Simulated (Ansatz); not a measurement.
Molecule: CH3 (charge 0, doublet). 
Coordinates optimised at B3LYP-D3(BJ)/def2-TZVP (Ansatz, an electronic-structure program):
```
C
H 1 1.0789
H 1 1.0789 2 120.00
H 1 1.0789 2 120.00 3 180.00
```
Charge 0, spin multiplicity 2.

Basis-set convergence of Hartree-Fock and CCSD(T) correlation energies (hartree) with Ansatz. Correlated levels leave the core frozen unless marked. Open shells are spin-unrestricted. Spin-orbit coupling is left out. No relativistic terms.

| basis | functions | E(HF) | E(corr, CCSD(T)) |
|---|---|---|---|
| aug-cc-pVDZ | 50 | -39.56581 | -0.15849 |
| aug-cc-pVTZ | 115 | -39.57796 | -0.18570 |
| aug-cc-pVQZ | 218 | -39.58038 | -0.19296 |

Extrapolating the two largest sets (X = 3 and 4) as X^-3: E(corr) = (64·(-0.19296) - 27·(-0.18570))/37 = -0.1983 Eh, an estimate of the basis-set limit. The largest set recovers 97.3 % of it, the smallest 79.9 %.
